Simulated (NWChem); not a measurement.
System: C2H5FOSi; SMILES C(O[SiH2]F)=C

Output (shortened):

```
             Northwest Computational Chemistry Package (NWChem) 7.3.0
             --------------------------------------------------------

 C1  symmetry detected

                             Geometry "geometry" -> ""
                             -------------------------

 Output coordinates in angstroms (scale by  1.889725989 to convert to a.u.)

  No.       Tag          Charge          X              Y              Z
 ---- ---------------- ---------- -------------- -------------- --------------
    1 C                    6.0000     0.34244010    -2.68332477     0.13695445
    2 C                    6.0000     0.09999367    -1.47801733    -0.37206331
    3 O                    8.0000    -0.35126240    -0.44207537     0.37944240
    4 Si                  14.0000    -0.49774529     1.14607749    -0.07070241
    5 F                    9.0000     0.92560236     1.90043349     0.08397070
    6 H                    1.0000     0.19784988    -2.88568232     1.20026250
    7 H                    1.0000     0.69150681    -3.48488798    -0.51446431
    8 H                    1.0000     0.24309432    -1.26343288    -1.44046018
    9 H                    1.0000    -0.88122387     1.22712990    -1.50452494
   10 H                    1.0000    -1.45771780     1.76254261     0.86839829

 Effective nuclear repulsion energy (a.u.)     226.1492795105

                                 NWChem DFT Module
                                 -----------------

 Summary of "ao basis" -> "ao basis" (spherical)
 ------------------------------------------------------------------------------
       Tag                 Description            Shells   Functions and Types
 ---------------- ------------------------------  ------  ---------------------
 C                          6-31+g*                  8       18   4s3p1d
 O                          6-31+g*                  8       18   4s3p1d
 Si                         6-31+g*                 10       22   5s4p1d
 F                          6-31+g*                  8       18   4s3p1d
 H                          6-31+g*                  2        2   2s

            General Information
            -------------------
          SCF calculation type: DFT
          Wavefunction type:  closed shell.
          No. of atoms     :    10
          No. of electrons :    48
           Alpha electrons :    24
            Beta electrons :    24
          Charge           :     0
          Spin multiplicity:     1
          Use of symmetry is: off; symmetry adaption is: off
          Maximum number of iterations: 150
          AO basis - number of functions:   104
                     number of shells:    52
          Convergence on energy requested:  1.00D-06
          Convergence on density requested:  1.00D-05
          Convergence on gradient requested:  5.00D-04

              XC Information
              --------------
                         B3LYP Method XC Potential
                     Hartree-Fock (Exact) Exchange  0.200
                        Slater Exchange Functional  0.800 local
                    Becke 1988 Exchange Functional  0.720 non-local
              Lee-Yang-Parr Correlation Functional  0.810
                  VWN I RPA Correlation Functional  0.190 local

             Grid Information
             ----------------
          Grid used for XC integration:  medium
          Radial quadrature: Mura-Knowles
          Angular quadrature: Lebedev.
          Tag              B.-S. Rad. Rad. Pts. Rad. Cut. Ang. Pts.
          ---              ---------- --------- --------- ---------
          C                   0.70       49          15.0       434
          O                   0.60       49          11.0       434
          Si                  1.10       88          14.0       590
          F                   0.50       49          14.0       434
          H                   0.35       45          14.0       434
          Grid pruning is: on
          Number of quadrature shells:   509
          Spatial weights used:  Erf1

      Superposition of Atomic Density Guess
      -------------------------------------

 Sum of atomic energies:        -540.77092162

      Non-variational initial energy
      ------------------------------

 Total energy =    -542.814963
 1-e energy   =   -1195.290357
 2-e energy   =     426.326114
 HOMO         =      -0.292143
 LUMO         =       0.031168

     ---------------------------------------------
      Total Density - Mulliken Population Analysis
     ---------------------------------------------

    Atom       Charge   Shell Charges
 -----------   ------   -------------------------------------------------------
    1 C    6     6.70   2.00  0.75  2.06  0.63  1.19 -0.03  0.07  0.03
    2 C    6     5.90   2.00  0.71  1.70  0.48  0.74  0.07  0.11  0.07
    3 O    8     8.57   2.00  0.92  3.08  0.92  1.87 -0.20 -0.03  0.02
    4 Si  14    13.02   2.00  2.00  5.97  0.85  1.24  0.45  0.26  0.01  0.04  0.21
    5 F    9     9.49   2.00  0.95  3.48  1.04  2.11 -0.14  0.05  0.01
    6 H    1     0.73   0.46  0.28
    7 H    1     0.72   0.45  0.27
    8 H    1     0.76   0.47  0.29
    9 H    1     1.06   0.47  0.59
   10 H    1     1.05   0.47  0.58

   convergence    iter        energy       DeltaE   RMS-Dens  Diis-err
 ---------------- ----- ----------------- --------- --------- ---------
 d= 0,ls=0.0,diis     1   -543.7600662141 -7.70D+02  2.02D-02  8.36D-01
 d= 0,ls=0.0,diis     2   -543.7180319877  4.20D-02  1.25D-02  1.52D+00
 d= 0,ls=0.0,diis     3   -543.8538843495 -1.36D-01  1.31D-03  3.30D-02
 d= 0,ls=0.0,diis     4   -543.8564825427 -2.60D-03  5.14D-04  2.58D-03
 d= 0,ls=0.0,diis     5   -543.8566805021 -1.98D-04  1.77D-04  6.77D-04
  Resetting Diis
 d= 0,ls=0.0,diis     6   -543.8567390788 -5.86D-05  4.87D-05  1.62D-05
 d= 0,ls=0.0,diis     7   -543.8567405013 -1.42D-06  4.39D-05  4.93D-06
 d= 0,ls=0.0,diis     8   -543.8567387483  1.75D-06  2.82D-05  1.88D-05
 d= 0,ls=0.0,diis     9   -543.8567411486 -2.40D-06  2.02D-06  7.01D-08
 d= 0,ls=0.0,diis    10   -543.8567411548 -6.22D-09  7.16D-07  2.92D-09

         Total DFT energy =     -543.856741154775
      One electron energy =    -1198.730996296488
           Coulomb energy =      481.479925166704
    Exchange-Corr. energy =      -52.754949535491
 Nuclear repulsion energy =      226.149279510500

 Numeric. integr. density =       47.999998735997

                       DFT Final Molecular Orbital Analysis
                       ------------------------------------

 Vector   22  Occ=2.000000D+00  E=-3.721337D-01
              MO Center= -4.2D-01,  5.0D-01,  2.5D-02, r^2= 4.3D+00
   Bfn.  Coefficient  Atom+Function         Bfn.  Coefficient  Atom+Function
  ----- ------------  ---------------      ----- ------------  ---------------
    63      0.255117   4 Si pz              104      0.245264  10 H  s
    81     -0.231146   5 F  pz               10     -0.217391   1 C  s
    41      0.217680   3 O  pz               28      0.212890   2 C  s
   103      0.205352  10 H  s               102     -0.180126   9 H  s
    23     -0.158130   2 C  pz               85     -0.157363   5 F  pz

 Vector   23  Occ=2.000000D+00  E=-3.415688D-01
              MO Center= -4.3D-01,  6.8D-02, -1.6D-01, r^2= 3.2D+00
   Bfn.  Coefficient  Atom+Function         Bfn.  Coefficient  Atom+Function
  ----- ------------  ---------------      ----- ------------  ---------------
    41      0.424235   3 O  pz               45      0.288267   3 O  pz
   102      0.245475   9 H  s                63     -0.209878   4 Si pz
   101      0.190255   9 H  s               100      0.183841   8 H  s
   104     -0.163447  10 H  s                23     -0.159706   2 C  pz
    99      0.139004   8 H  s                81      0.133978   5 F  pz

 Vector   24  Occ=2.000000D+00  E=-2.540416D-01
              MO Center=  1.3D-01, -1.8D+00,  1.5D-02, r^2= 2.2D+00
   Bfn.  Coefficient  Atom+Function         Bfn.  Coefficient  Atom+Function
  ----- ------------  ---------------      ----- ------------  ---------------
     3      0.384614   1 C  px               21      0.313652   2 C  px
    39     -0.294507   3 O  px                7      0.259710   1 C  px
    43     -0.225287   3 O  px               25      0.204785   2 C  px
     4      0.111034   1 C  py               22      0.084639   2 C  py
     8      0.073972   1 C  py                5      0.072654   1 C  pz

 Vector   25  Occ=0.000000D+00  E=-7.255820D-03
              MO Center= -4.2D-01,  5.8D-01, -3.0D-02, r^2= 9.0D+00
   Bfn.  Coefficient  Atom+Function         Bfn.  Coefficient  Atom+Function
  ----- ------------  ---------------      ----- ------------  ---------------
    10      1.509921   1 C  s                28     -1.306276   2 C  s
    86     -0.732781   5 F  s                65      0.682002   4 Si px
    12      0.468890   1 C  py               69      0.454924   4 Si px
    66      0.439024   4 Si py               29     -0.430387   2 C  px
    70      0.427203   4 Si py               30      0.401710   2 C  py

 Vector   26  Occ=0.000000D+00  E= 1.170888D-03
              MO Center= -4.1D-01,  1.4D-01, -4.3D-01, r^2= 9.4D+00
   Bfn.  Coefficient  Atom+Function         Bfn.  Coefficient  Atom+Function
  ----- ------------  ---------------      ----- ------------  ---------------
    28      2.922318   2 C  s                10     -2.220075   1 C  s
    68     -1.528481   4 Si s                66      0.914891   4 Si py
    46      0.855219   3 O  s                70      0.837315   4 Si py
    31      0.795011   2 C  pz               12     -0.524696   1 C  py
    48      0.466637   3 O  py               67     -0.351224   4 Si pz

[...]
```

Level: B3LYP/6-31+G* (spherical d). All runs use the structure optimised with PBE0/def2-SVP.

Q: Write an input that gives this output.

A: One answer among several that fit: the input that was run:
```
start job
memory heap 200 mb stack 900 mb global 1100 mb
geometry units angstroms noautoz
  C      0.376458    -2.742485     0.033602
  C     -0.213444    -1.580181    -0.234186
  O     -0.027409    -0.471388     0.525773
  Si    -0.525960     1.074813     0.198624
  F      0.532125     1.802573    -0.786118
  H      1.055421    -2.847687     0.882378
  H      0.181842    -3.606503    -0.602240
  H     -0.897669    -1.463207    -1.086330
  H     -1.831234     1.040662    -0.511704
  H     -0.535565     1.795398     1.488644
end
basis spherical
  * library 6-31+g*
end
dft
  xc b3lyp
  iterations 150
  mulliken
end
task dft energy
```
